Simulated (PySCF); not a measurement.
# Computed NMR parameters against published values

Cartesian coordinates in Å; atom numbers follow the order of the lines, from 1:
```xyz
17

Si    3.0112   -0.5842    0.0147
Si    0.8246   -1.4187    0.1569
Si   -0.6811    0.1864   -0.6528
Si   -2.8748   -0.6089   -0.4316
Si   -0.4190    2.1569    0.5893
H     3.1187    0.6700    0.8221
H     4.0118   -1.5717    0.5244
H     3.3300   -0.2630   -1.4105
H     0.7047   -2.6880   -0.6282
H     0.4882   -1.7088    1.5872
H    -0.3770    0.4632   -2.0947
H    -3.0495   -1.8822   -1.1959
H    -3.1445   -0.8755    1.0152
H    -3.8661    0.3949   -0.9277
H    -1.3876    3.2005    0.1326
H    -0.6739    1.8623    2.0332
H     0.9704    2.6907    0.4462
```

Single conformer, relativity neglected, one averaged value for each set of equivalent atoms, gas phase. GIAO KT3/pcSseg-1 shieldings; PBE0-D3(BJ)/def2-SVP structure; PySCF 2.14.

Reference values: measured (C. Corminboeuf, T. Heine, J. Weber, Chem. Phys. Lett. 357 (2002) 1).
```tsv
atoms	quantity	reference	computed
Si4/Si5	δ 29Si vs TMS	-94.1	-97.2
Si1	δ 29Si vs TMS	-99.0	-100.7
Si2	δ 29Si vs TMS	-106.9	-104.8
Si3	δ 29Si vs TMS	-131.5	-121.1
```

Computed shifts are σ(ref) − σ with the named reference compound (TMS for H and C) calculated as an isolated molecule at the same level.

How far are the unscaled 29Si shifts from the references?

## Answers

Mean signed difference +1.93 ppm, mean absolute 4.33 ppm over 4 comparisons; the largest is +10.4 ppm at Si3 (silicon bonded to 3 Si, H).
